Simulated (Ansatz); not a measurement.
Task: Name a neutral molecule of Cl, S, Zr and H with HOMO–LUMO gap (B3LYP/def2-TZVPP) between 5.00 and 5.30 eV and HOMO energy (ωB97M-V/def2-TZVPP) between -10.50 and -10.20 eV (Ansatz, PBE0-D4/def2-TZVP geometry).

Result: `[SH][Zr]([SH])([Cl])[Cl]` (5.11 eV, -10.25 eV); `[SH][Zr]([Cl])([Cl])[Cl]` (5.11 eV, -10.41 eV). Other molecules can fit too; these were computed, each in one conformer that needn't be the lowest.

B3LYP here is the variant with VWN-RPA as its local correlation; programs differ in this.
